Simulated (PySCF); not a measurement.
GeH7NSi2.

```xyz
11

N     -1.3814     0.1770     0.0000
Si    -0.6027     1.7399     0.0000
Si     1.4852     0.6454     0.0000
Ge    -0.0875    -1.1635     0.0000
H     -2.3824     0.0077     0.0000
H     -0.8968     2.5884     1.2015
H     -0.8968     2.5884    -1.2015
H      2.3349     0.7697    -1.2223
H      2.3349     0.7697     1.2223
H     -0.1895    -2.0629    -1.2529
H     -0.1895    -2.0629     1.2529
```
Charge 0, spin multiplicity 1.

Geometry: PBE0-D3(BJ)/def2-SVP. The structure was generated by enumeration, and PubChem lists no compound with its InChIKey, so it may never have been made.

These are PBE/pcSseg-1 in PySCF values and carry that method's errors. Non-relativistic, no solvent.

Computed absolute GIAO shielding of each atom: isotropic value and principal components (ppm):
```tsv
atom	σ(iso)	σ11	σ22	σ33	span
N1	234.5	198.6	208.0	296.8	98.1
Si2	353.1	260.1	334.7	464.4	204.3
Si3	412.1	370.2	399.9	466.2	96.0
Ge4	1327.3	1147.0	1248.5	1586.4	439.3
H5	31.7	21.9	28.2	45.1	23.3
H6	25.3	21.9	22.9	30.9	9.0
H7	25.3	21.9	22.9	30.9	9.0
H8	26.9	23.9	24.8	32.1	8.2
H9	26.9	23.9	24.8	32.1	8.2
H10	25.3	19.2	20.7	36.0	16.7
H11	25.3	19.2	20.7	36.0	16.7
```
